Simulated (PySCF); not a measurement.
WF6 (singlet state).
Bonds: F1–W2, W2–F3, W2–F4, W2–F5, W2–F6, W2–F7.

Method: PySCF, PBE0-D3(BJ)/def2-SVP geometry optimisation, gas phase, def2 core potentials past Kr; density fitting, grid level 1; the optimiser is geomeTRIC in internal coordinates, started from a GFN2-xTB structure with every atom displaced at random (about 0.01 Å).

The end geometry, which sets the zero of energy:
```
atom  x, y, z in Å
F1      0.9995   -0.3163   -1.6175
W2      0.0056   -0.0050   -0.1019
F3      0.0446   -1.7971    0.3096
F4      1.5524    0.2493    0.8597
F5     -0.9901    0.3154    1.4109
F6     -1.5384   -0.2650   -1.0668
F7     -0.0398    1.7896   -0.5017
```

Problem. These geometries come from the run, each turned onto the end geometry. Order them by energy, lowest first.
A.
```
atom  x, y, z in Å
F1      1.0241   -0.3293   -1.5979
W2      0.0080   -0.0041   -0.1006
F3      0.0510   -1.8097    0.2495
F4      1.5251    0.2741    0.8906
F5     -0.9771    0.3062    1.4234
F6     -1.5671   -0.2447   -1.0198
F7     -0.0300    1.7785   -0.5528
```
B.
```
atom  x, y, z in Å
F1      1.0054   -0.3299   -1.6052
W2      0.0043   -0.0019   -0.0985
F3      0.0618   -1.8007    0.2777
F4      1.5362    0.2568    0.8811
F5     -0.9837    0.3061    1.4209
F6     -1.5526   -0.2427   -1.0468
F7     -0.0375    1.7832   -0.5370
```
C.
```
atom  x, y, z in Å
F1      1.0346   -0.3470   -1.5843
W2      0.0084   -0.0040   -0.0994
F3      0.0469   -1.8148    0.2210
F4      1.5243    0.2905    0.8803
F5     -0.9815    0.3176    1.4191
F6     -1.5716   -0.2527   -1.0056
F7     -0.0272    1.7812   -0.5388
```
D.
```
atom  x, y, z in Å
F1      0.9922   -0.3249   -1.6159
W2      0.0021   -0.0022   -0.0983
F3      0.0512   -1.7949    0.3154
F4      1.5565    0.2523    0.8539
F5     -0.9962    0.3051    1.4162
F6     -1.5349   -0.2567   -1.0773
F7     -0.0371    1.7924   -0.5017
```
E.
```
atom  x, y, z in Å
F1      1.0893   -0.3190   -1.5748
W2      0.0171   -0.0098   -0.1199
F3      0.0541   -1.8206    0.2169
F4      1.4994    0.2710    0.8998
F5     -0.9730    0.3026    1.4175
F6     -1.6155   -0.2179   -0.9486
F7     -0.0375    1.7645   -0.5986
```

Solution. D (0.002 eV), B (0.008 eV), A (0.016 eV), C (0.031 eV), E (0.068 eV).

In the order of the answer:

```
step  E above end (eV)  largest force (eV/Å)  rms force component (eV/Å)  rms distance from end (Å)  rms bond change (Å)  bond most changed (Å)
   9             0.002                  0.10                       0.039                      0.010                0.001           F1–W2 +0.002
   7             0.008                  0.10                       0.043                      0.027                0.001           W2–F4 -0.002
   6             0.016                  0.25                       0.078                      0.045                0.002           W2–F4 -0.006
   5             0.031                  0.39                       0.149                      0.055                0.004           W2–F4 -0.010
   2             0.068                  1.16                       0.325                      0.090                0.010           W2–F4 -0.018
```

The cost below is that of the whole optimisation. Hardware: an Intel Xeon Platinum 8488C with one thread (shared host). Cost: 2.8 min wall, 1.9 min CPU, 0.50 GiB resident at most.
